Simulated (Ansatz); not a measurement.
Consider the ligand exchange at the Nb–Cl bond: `[OH][Nb]([F])(=[S])[Cl]` + NH₃ → `[NH2][Nb]([OH])([F])=[S]` + HCl.

Gas-phase electronic energies from Ansatz, PBE0-D4/def2-TZVP geometries. CCSD(T)/CBS adds triple-zeta CCSD(T) − MP2 to the extrapolated MP2 energy (def2 sets, frozen cores). This one scheme is used for every species. Functionals use def2-TZVPP. B3LYP here is the variant with VWN-RPA as its local correlation; programs differ in this. Elements past krypton have def2 core potentials. For Nb outer-core shells are correlated without core-valence functions, which leaves a few kJ/mol of doubt a bond. One conformer a species, not always the lowest.

Task: Is it downhill or uphill in electronic energy at CCSD(T)/CBS, and by how much? (An estimate is asked.)

Result: The calculation gave: Uphill: ΔE = +16.3 kcal/mol.

Task: What do these levels give: B2PLYP, PBE, B3LYP, CAM-B3LYP, MP2/def2-TZVPP, SCS-MP2/def2-TZVPP? (Estimate.)

Result: The calculation gave: B2PLYP 17.3, PBE 16.7, B3LYP 16.4, CAM-B3LYP 15.3, MP2/def2-TZVPP 18.5, SCS-MP2/def2-TZVPP 17.6 kcal/mol.

Largest T1 diagnostic among the species: 0.023, so the coupled-cluster value is less sure than usual.

At CCSD(T), def2-SVP lies −1.9 kcal/mol from the extrapolated value and def2-TZVPP −0.4 kcal/mol. Leaving LDA and LC-ωPBE aside and taking each functional with its dispersion term where it has one, the values, not all of them listed here, spread over 2.9 kcal/mol, from CAM-B3LYP-D4 to B97M-V. LDA lies −1.7 kcal/mol from PBE without D4.
